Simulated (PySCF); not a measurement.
These 4 structures share the formula C2H11NOSi2. Method: PBE0-D3(BJ)/def2-SVP geometry optimisation, gas phase (PySCF 2.14.0). Energies are electronic, without zero-point or thermal terms, for one conformer each. No frequencies were run at this level. Point groups hold within 0.08 Å.

Task: Rank from lowest to highest electronic energy at this level (kJ/mol).
A. `[CH3:1][O:2][CH2:3][SiH2:4][SiH2:5][NH2:6]` with C1–O2–C3–Si4 180°, O2–C3–Si4–Si5 43°, C3–Si4–Si5–N6 170°, Si4–Si5–N6–H 52° and -172°
B. `[CH3:1][NH:2][SiH2:3][CH2:4][SiH2:5][OH:6]` with C1–N2–Si3–C4 69°, N2–Si3–C4–Si5 52°, Si3–C4–Si5–O6 -45°, C4–Si5–O6–H 29°
C. `[NH2:1][SiH2:2][CH2:3][CH2:4][SiH2:5][OH:6]` with H–N1–Si2–C3 -64° and 168°, N1–Si2–C3–C4 -70°, Si2–C3–C4–Si5 69°, C3–C4–Si5–O6 -67°, C4–Si5–O6–H 53°
D. `[CH3:1][N:2]([CH3:3])[SiH2:4][O:5][SiH3:6]` with C1–N2–Si4–O5 79°, N2–Si4–O5–Si6 53°

Result: D (0.0), C (2.9), B (19.8), A (226.0).

As drawn, the lowest has an Si–O bond, which the highest lacks; the highest has an N–H bond, an Si–Si bond and an Si–C bond, which the lowest lacks. Neighbours under 10 kJ/mol apart (CN(C)[SiH2]O[SiH3] and N[SiH2]CC[SiH2]O) can change places with a better method, another conformer or zero-point energy.

```
            SMILES      E (Eh)  E rel (kJ/mol)  dipole (D)  point group      A, B, C (MHz)
CN(C)[SiH2]O[SiH3]  -791.05565             0.0        1.45           C1   3598, 1235, 1140
  N[SiH2]CC[SiH2]O  -791.05454             2.9        3.24           C1   3131, 1575, 1149
  CN[SiH2]C[SiH2]O  -791.04811            19.8        2.97           C1   3022, 1641, 1241
  COC[SiH2][SiH2]N  -790.96956           226.0        0.34           C1  4403, 1014, 862.3
```

Task: How do the relative energies change in single points at PBE0/pcSseg-1 (no added dispersion term) on the same geometries?

Result: 
```tsv
SMILES	PBE0-D3(BJ)/def2-SVP (kJ/mol)	PBE0/pcSseg-1 (kJ/mol)	shift
CN(C)[SiH2]O[SiH3]	0.0	0.0	0.0
N[SiH2]CC[SiH2]O	2.9	4.7	+1.8
CN[SiH2]C[SiH2]O	19.8	20.5	+0.7
COC[SiH2][SiH2]N	226.0	221.3	-4.7
```

Each column counts from its own lowest isomer. The order is unchanged; the largest shift is 4.7 kJ/mol.

Task: As an exercise, what shares would exp(−E/RT) give at 2000 K from these electronic energies alone (no entropy, no degeneracies)?

Result: RT = 16.629 kJ/mol: CN(C)[SiH2]O[SiH3] 46.7 %, N[SiH2]CC[SiH2]O 39.1 %, CN[SiH2]C[SiH2]O 14.2 %, COC[SiH2][SiH2]N under 0.1 %.
